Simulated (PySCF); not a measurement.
C₃H₈N, SMILES [CH2]NCC, multiplicity 2. Geometry optimised at B3LYP-D3(BJ)/def2-SVP. The isomer is the one that the SMILES or the coordinates give; other isomers of the formula were not compared. Other conformers were not sampled.

The numbers are results of PySCF with B3LYP-D3(BJ)/def2-SVP, not measurements.

Harmonic wavenumbers (cm⁻¹): 106, 253, 276, 339, 460, 626, 648, 810, 882, 1038, 1065, 1133, 1229, 1288, 1299, 1367, 1406, 1446, 1463, 1474, 1495, 1522, 2947, 3026, 3048, 3105, 3125, 3126, 3245, 3559. Rotational constants (GHz): 28.40, 4.080, 3.797; symmetry number 1.

Q: Work out the zero-point energy and the ideal-gas rigid-rotor harmonic-oscillator thermochemistry at 298.15 K and 1 atm.

A: ZPE = ½ Σ hcν = ½ × 46805 cm⁻¹ = 279.95 kJ/mol. H − E(el) = 297.39 kJ/mol. Entropy in J/(mol K): translation 159.41, rotation 100.86, vibration 42.36, spin 5.76, total 308.39. G − E(el) = 205.44 kJ/mol. Cp = 89.50 J/(mol K). Modes under 150 cm⁻¹ make the vibrational entropy uncertain.
